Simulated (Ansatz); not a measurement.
Method: B3LYP-D3(BJ)/def2-TZVP in Ansatz (an electronic-structure program). No frequencies were computed at this level.

Ansatz 0.2 input:
```yaml
crystal:
  periodic: [false, false, false]
  atoms:
    - { symbol: Cl, position_ang: [-0.037527, -1.33448, -1.570966] }
    - { symbol: Si, position_ang: [-0.030403, -0.08606, 0.003078] }
    - { symbol: Cl, position_ang: [-0.772852, -0.959422, 1.652995] }
    - { symbol: Br, position_ang: [2.009178, 0.643932, 0.383343] }
    - { symbol: Br, position_ang: [-1.168396, 1.736031, -0.46845] }
basis:
  gaussian: { orbitals: def2-tzvp }
hamiltonian:
  xc: b3lyp
  dispersion: d3bj
relax:
  max_steps: 150
```

Output:

```
Functional definition: B3LYP
1613 factors; their error is unknown
mean field evaluation 1: about -173023.2950 eV, gradient 1.8e1 eV
mean field evaluation 2: about -173023.4991 eV, gradient 1.5e1 eV
mean field evaluation 4: about -173023.9007 eV, gradient 1.3e0 eV
mean field evaluation 8: about -173024.6735 eV, gradient 4.8e-1 eV
mean field evaluation 16: about -173024.6737 eV, gradient 1.3e-5 eV
mean field -173024.67365632 eV, -6358.5394765337 hartree, gradient 1.3e-5 eV, S^2 0.000000; 0 other end points of the search recorded, 0 dependent functions left out
reference -173024.67393068 eV, -6358.5394866163 hartree; 59, 59 occupied and 148, 148 virtual orbitals, 1613 factors
relax step   1: F+E_penalty+E_count = -173025.20363981 eV  Δ(F+E_penalty+E_count) = +0.000e0 eV  max|allowed force component| = 7.817e-1 eV/Å  Δτ_max = 0.0000 Å  (28 SCF iters, accepted)
these checks for a lower state are left out or cut short: starts, cluster_reference, orbital_swaps, neighbouring_geometries, increment
1613 factors; their error is unknown
mean field -173024.71587117 eV, -6358.5410279007 hartree, gradient 1.6e-5 eV, S^2 0.000000; 0 other end points of the search recorded, 0 dependent functions left out
reference -173024.71614713 eV, -6358.5410380421 hartree; 59, 59 occupied and 148, 148 virtual orbitals, 1613 factors
relax step   2: F+E_penalty+E_count = -173025.23745856 eV  Δ(F+E_penalty+E_count) = -3.382e-2 eV  max|allowed force component| = 2.917e-1 eV/Å  Δτ_max = 0.1234 Å  (30 SCF iters, accepted)
these checks for a lower state are left out or cut short: starts, cluster_reference, orbital_swaps, neighbouring_geometries, increment
1613 factors; their error is unknown
mean field evaluation 32: about -173024.7281 eV, gradient 1.6e-5 eV
mean field -173024.72806068 eV, -6358.5414758568 hartree, gradient 1.6e-5 eV, S^2 0.000000; 0 other end points of the search recorded, 0 dependent functions left out
reference -173024.72833642 eV, -6358.5414859902 hartree; 59, 59 occupied and 148, 148 virtual orbitals, 1613 factors
relax step   3: F+E_penalty+E_count = -173025.25120364 eV  Δ(F+E_penalty+E_count) = -1.375e-2 eV  max|allowed force component| = 7.681e-2 eV/Å  Δτ_max = 0.0403 Å  (31 SCF iters, accepted)
these checks for a lower state are left out or cut short: starts, cluster_reference, orbital_swaps, neighbouring_geometries, increment
1613 factors; their error is unknown
mean field -173024.72769682 eV, -6358.5414624853 hartree, gradient 1.3e-5 eV, S^2 0.000000; 0 other end points of the search recorded, 0 dependent functions left out
reference -173024.72797237 eV, -6358.5414726117 hartree; 59, 59 occupied and 148, 148 virtual orbitals, 1613 factors
relax step   4: F+E_penalty+E_count = -173025.25185754 eV  Δ(F+E_penalty+E_count) = -6.539e-4 eV  max|allowed force component| = 4.083e-2 eV/Å  Δτ_max = 0.0061 Å  (31 SCF iters, accepted)
these checks for a lower state are left out or cut short: starts, cluster_reference, orbital_swaps, neighbouring_geometries, increment
1613 factors; their error is unknown
mean field -173024.72767076 eV, -6358.5414615279 hartree, gradient 1.3e-5 eV, S^2 0.000000; 0 other end points of the search recorded, 0 dependent functions left out
reference -173024.72794631 eV, -6358.5414716541 hartree; 59, 59 occupied and 148, 148 virtual orbitals, 1613 factors
relax step   5: F+E_penalty+E_count = -173025.25190196 eV  Δ(F+E_penalty+E_count) = -4.442e-5 eV  max|allowed force component| = 2.500e-3 eV/Å  Δτ_max = 0.0018 Å  (31 SCF iters, accepted)
1613 factors; their error is unknown
mean field evaluation 64: about -173023.9566 eV, gradient 1.1e-1 eV
mean field -173024.72767076 eV, -6358.5414615279 hartree, gradient 1.3e-5 eV, S^2 0.000000; 1 other end points of the search recorded, 0 dependent functions left out
reference -173024.72794631 eV, -6358.5414716541 hartree; 59, 59 occupied and 148, 148 virtual orbitals, 1613 factors
Total energy: -173025.25217751 eV, -6358.5607367952 hartree
Atom 0 at    -0.038063    -1.332043    -1.565840 Å, force     0.000148     0.001346     0.001175 eV/Å
Atom 1 at    -0.011145    -0.031547     0.001129 Å, force    -0.000883    -0.002500     0.000089 eV/Å
Atom 2 at    -0.771020    -0.958192     1.647738 Å, force     0.000703     0.001062    -0.001261 eV/Å
Atom 3 at     2.064707     0.592225     0.402023 Å, force     0.000544    -0.000136     0.000140 eV/Å
Atom 4 at    -1.244479     1.729558    -0.485050 Å, force    -0.000512     0.000227    -0.000143 eV/Å
Dipole moment:     0.007601     0.021517    -0.000769 e Å
```

Cost: very roughly 2.0 core-minutes.
